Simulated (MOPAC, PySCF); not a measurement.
H$_{10}$GeSi$_{3}$, SMILES `[GeH2]([SiH3])[SiH2][SiH3]` (Si–Si–Ge–Si torsion 179°), neutral singlet in the gas phase. 

Cartesian coordinates (Å):
SMILES: [SiH3][SiH2][GeH2][SiH3]
```xyz
14

Si    -2.8900    -0.2177     0.1843
Si    -0.7492    -0.7614    -0.6236
Ge     0.8036     1.0102    -0.1806
Si     2.9703     0.4769    -1.0491
H     -3.3750     1.0410    -0.4844
H     -2.8230     0.0231     1.6689
H     -3.8797    -1.3211    -0.0836
H     -0.8057    -1.0037    -2.1108
H     -0.2535    -2.0244     0.0343
H      0.8862     1.2470     1.3536
H      0.2794     2.3237    -0.8264
H      3.9622     1.5733    -0.7659
H      3.4619    -0.7989    -0.4205
H      2.8760     0.2775    -2.5376
```
Charge 0, spin multiplicity 1.

All levels are single points at this geometry (PBE-D3(BJ)/def2-SVP); Pople sets use spherical d functions. Orbital energies aren't observables, and empty levels follow the basis.

B3LYP/6-311+G** (LANL2DZ on Ge) in PySCF gives dipole (D) = 0.07.

Estimate the dipole (D) from each of these levels: PBE-D3(BJ)/def2-TZVP in PySCF; PBE0-D3(BJ)/def2-TZVP in PySCF; B3LYP/3-21G in PySCF; B3LYP/LANL2DZ in PySCF; BP86/6-31G* in PySCF; HF/3-21G in PySCF; HF/STO-3G in PySCF; PM6 in MOPAC.


| level | dipole (D) |
|---|---|
| PBE-D3(BJ)/def2-TZVP in PySCF | 0.06 |
| PBE0-D3(BJ)/def2-TZVP in PySCF | 0.07 |
| B3LYP/3-21G in PySCF | 0.09 |
| B3LYP/LANL2DZ in PySCF | 0.02 |
| BP86/6-31G* in PySCF | 0.05 |
| HF/3-21G in PySCF | 0.13 |
| HF/STO-3G in PySCF | 0.18 |
| PM6 in MOPAC | 0.31 |
